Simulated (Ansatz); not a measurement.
Cost and result for the atomization energy of Cl₂H₇NSi₃, SMILES `[SiH3]N([SiH2]Cl)[SiH2]Cl` (13 atoms, 12 bonds).

```xyz
13

Si   -1.0930   -1.2292    0.5572
N     0.0133    0.0030   -0.0030
Si    1.7173   -0.2460   -0.1433
Cl    2.0729   -2.1854    0.4576
Si   -0.7296    1.5056   -0.4102
Cl    0.7654    2.7780   -1.0336
H    -1.1136   -2.4115   -0.3354
H    -0.8098   -1.6444    1.9510
H    -2.4279   -0.5653    0.5117
H     2.4911    0.6329    0.7580
H     2.1901   -0.1338   -1.5388
H    -1.3882    2.1321    0.7577
H    -1.6881    1.3640   -1.5290
```

The species carries charge 0 and has multiplicity 1. The geometry is a stationary point of PBE0-D4/def2-TZVP. It is one conformer, not always the lowest. Program: Ansatz. All runs use 2 threads of an AMD EPYC 7R13 on a shared host and a share of an NVIDIA H100 80 GB. Times are those of one run each, without the atoms' runs, and a repeat can differ threefold. Electronic energies, without spin–orbit coupling; frozen cores. CCSD(T)/CBS adds CCSD(T) − MP2 in def2-TZVPP to the MP2 limit, and its time is that of the two runs behind it. T1 = 0.010. B3LYP takes the VWN-RPA correlation (the form of Gaussian; ORCA's B3LYP/G).

CCSD(T)/CBS is a level of theory with its own doubt, some kJ/mol a heavy atom from the limit and from the frozen cores, so smaller differences don't rank the functionals.

```
                             level  functions  wall time
                PBE0-D4/def2-TZVPP        339      4.2 s
 B3LYP-D4/def2-TZVPP (with forces)        339      5.5 s
r2SCAN-D4/def2-TZVPP (with forces)        339        6 s
  ωB97M-V/def2-TZVPP (with forces)        339      6.5 s
   PBE-D4/def2-TZVPP (with forces)        339        7 s
                ωB97X-V/def2-TZVPP        339      7.5 s
                 B2PLYP/def2-TZVPP        339        9 s
                CCSD(T)/def2-TZVPP        339        9 s
                    MP2/def2-QZVPP        617      9.5 s
                 CCSD(T)/CBS(def2)          –       19 s
```

Problem. What atomization energy does each give, and how far from CCSD(T)/CBS? (An estimate is asked.)

Solution. The calculation gave: 
| level | atomization (kcal/mol) | difference from CCSD(T)/CBS | per bond |
| --- | --- | --- | --- |
| PBE0-D4/def2-TZVPP | 990.1 | -14.4 | -1.2 |
| B3LYP-D4/def2-TZVPP (with forces) | 996.9 | -7.6 | -0.6 |
| r2SCAN-D4/def2-TZVPP (with forces) | 999.6 | -4.9 | -0.4 |
| ωB97M-V/def2-TZVPP (with forces) | 1007.0 | 2.5 | 0.2 |
| PBE-D4/def2-TZVPP (with forces) | 994.4 | -10.1 | -0.8 |
| ωB97X-V/def2-TZVPP | 1011.2 | 6.7 | 0.6 |
| B2PLYP/def2-TZVPP | 983.1 | -21.4 | -1.8 |
| CCSD(T)/def2-TZVPP | 972.3 | -32.2 | -2.7 |
| MP2/def2-QZVPP | 1002.4 | -2.1 | -0.2 |
| CCSD(T)/CBS(def2) | 1004.5 | 0.0 | 0.0 |

The D4 term adds +18.4 kcal/mol with B3LYP and +9.7 kcal/mol with PBE0; it sums over pairs of atoms, weighted by their polarisabilities, and B3LYP, whose exchange is more repulsive, gets the larger term. In def2-TZVPP, CCSD(T) changes the Hartree–Fock value by +225.7 kcal/mol (the triples alone add +12.9 kcal/mol) and MP2 by +236.4 kcal/mol; breaking electron pairs costs correlation energy, which Hartree–Fock lacks. From PBE to PBE0 (25 % exact exchange), in def2-TZVPP and without D4, the atomization energy moves by −2.7 kcal/mol: exact exchange takes away binding that semilocal exchange gives to molecules.
